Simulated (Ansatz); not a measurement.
CH6OSSi2, SMILES `SC1O[SiH2][SiH2]1`, relaxed with RKS PBE-D4/def2-SVP in the Gaussian-basis code of Ansatz from a rough embedded geometry. The force threshold is 0.03 eV/Å; the program also tests the step.

Total charge 0; spin multiplicity 1.

Start:

```xyz
11

S     1.551   -1.650    0.200
C     0.028   -0.796    0.525
O     0.254    0.498    1.174
Si   -0.037    1.524   -0.049
Si   -0.921   -0.179   -1.037
H     2.084   -1.672    1.444
H    -0.654   -1.438    1.153
H    -0.895    2.648    0.339
H     1.357    2.000   -0.547
H    -2.394   -0.296   -0.882
H    -0.372   -0.640   -2.319
```

```
step  energy (eV)  largest force (eV/Å)  largest move (Å)
   1  -29744.5451                 3.290             0.000
   2  -29745.0501                 1.473             0.181
   3  -29745.1284                 0.446             0.065
   4  -29745.1404                 0.318             0.022
   5  -29745.1412                 0.169             0.037
   6  -29745.1448                 0.037             0.021
   7  -29745.1450                 0.010             0.012
```

End:

```xyz
11

S     1.547   -1.665    0.130
C    -0.007   -0.798    0.577
O     0.197    0.478    1.212
Si    0.022    1.652   -0.042
Si   -0.895   -0.235   -1.078
H     2.027   -1.780    1.403
H    -0.598   -1.441    1.261
H    -0.832    2.793    0.437
H     1.323    2.210   -0.554
H    -2.390   -0.376   -0.986
H    -0.395   -0.840   -2.361
```

It took 11 s on 4 threads of an Arm Neoverse V1 on a shared host, with 0.16 GiB of host memory at the peak.
